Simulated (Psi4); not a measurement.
H$_{4}$Si$_{2}$, singlet, at a GFN2-xTB geometry. Base run: Psi4 with MP2/6-31G*.

Psi4 was given this input:
```
memory 2 GB

molecule mol {
0 1
Si   -0.288906    0.946481    0.771451
H     0.382608    2.122327    0.129654
Si    0.207329   -0.807678   -0.597427
H     0.996315   -0.861303   -1.840963
H    -1.091687   -1.388386   -0.989240
H     0.854851   -1.815878    0.264216
}

set {
  basis 6-31g*
  reference rhf
  freeze_core true
}

energy('mp2')
print_variables()
```

Variants of this job, named by their change:

```json
[
 {"change": "base", "basis functions": "46", "E (Eh)": "-580.21861", "MP2 correlation (Eh)": "-0.14627"},
 {"change": "basis = 6-31G", "basis functions": "34", "E (Eh)": "-580.09610", "MP2 correlation (Eh)": "-0.09534"},
 {"change": "basis = def2-SV(P)", "basis functions": "44", "E (Eh)": "-580.06664", "MP2 correlation (Eh)": "-0.15256"},
 {"change": "basis = 6-31G**", "basis functions": "58", "E (Eh)": "-580.25088", "MP2 correlation (Eh)": "-0.17291"},
 {"change": "basis = cc-pV(D+d)Z", "basis functions": "…", "E (Eh)": "…", "MP2 correlation (Eh)": "…"},
 {"change": "basis = def2-SVPD", "basis functions": "80", "E (Eh)": "-580.12250", "MP2 correlation (Eh)": "-0.19502"},
 {"change": "basis = 6-311++G**", "basis functions": "…", "E (Eh)": "…", "MP2 correlation (Eh)": "…"},
 {"change": "basis = aug-pcseg-1", "basis functions": "…", "E (Eh)": "…", "MP2 correlation (Eh)": "…"},
 {"change": "basis = 6-311+G(2d,p)", "basis functions": "94", "E (Eh)": "-580.32363", "MP2 correlation (Eh)": "-0.19842"},
 {"change": "basis = def2-TZVP", "basis functions": "98", "E (Eh)": "-580.34435", "MP2 correlation (Eh)": "-0.21818"},
 {"change": "basis = pcseg-2", "basis functions": "…", "E (Eh)": "…", "MP2 correlation (Eh)": "…"},
 {"change": "basis = def2-QZVPP", "basis functions": "260", "E (Eh)": "-580.39438", "MP2 correlation (Eh)": "-0.24996"},
 {"change": "basis = def2-QZVP", "basis functions": "260", "E (Eh)": "-580.39438", "MP2 correlation (Eh)": "-0.24996"}
]
```

Complete the blanks.


- basis = cc-pV(D+d)Z, basis functions: 66
- basis = cc-pV(D+d)Z, E (Eh): -580.30334
- basis = cc-pV(D+d)Z, MP2 correlation (Eh): -0.18747
- basis = 6-311++G**, basis functions: 88
- basis = 6-311++G**, E (Eh): -580.30682
- basis = 6-311++G**, MP2 correlation (Eh): -0.18795
- basis = aug-pcseg-1, basis functions: 90
- basis = aug-pcseg-1, E (Eh): -580.24426
- basis = aug-pcseg-1, MP2 correlation (Eh): -0.18121
- basis = pcseg-2, basis functions: 124
- basis = pcseg-2, E (Eh): -580.34400
- basis = pcseg-2, MP2 correlation (Eh): -0.22242

Totals compare only among sets that treat the same electrons; sets with core potentials leave the core out.
